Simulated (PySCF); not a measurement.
# How ionic is MP along the lanthanides?

r²SCAN in PySCF with x2c-SVPall on every atom, spin-free X2C, for the lowest determinant that a PBE0 search found; no spin–orbit coupling. A negative dipole means M(+)P(−).

```tsv
M	state (unpaired electrons)	Re (Å)	μ (D)
Ce	doublet (f population 1.3)	2.337	-7.26
Tb	septet (f population 8.3)	2.325	-6.51
Dy	sextet (f population 9.3)	2.329	-6.29
Ho	quintet (f population 10.4)	2.363	-6.73
Tm	quintet (f population 12.8)	2.640	-4.59
```

Q: Give the ionic character |μ|/(e·Re) of each, with 1 e·Å = 4.803 D, and the positive end.

A: CeP 65 % (Ce positive), TbP 58 % (Tb positive), DyP 56 % (Dy positive), HoP 59 % (Ho positive), TmP 36 % (Tm positive). Lone pairs and polarisation enter μ too, so this number is only a rough measure of charge transfer.

Spin–orbit coupling is left out. With d or f electrons several states lie close, and the lowest PBE0 determinant need not be the measured ground state.
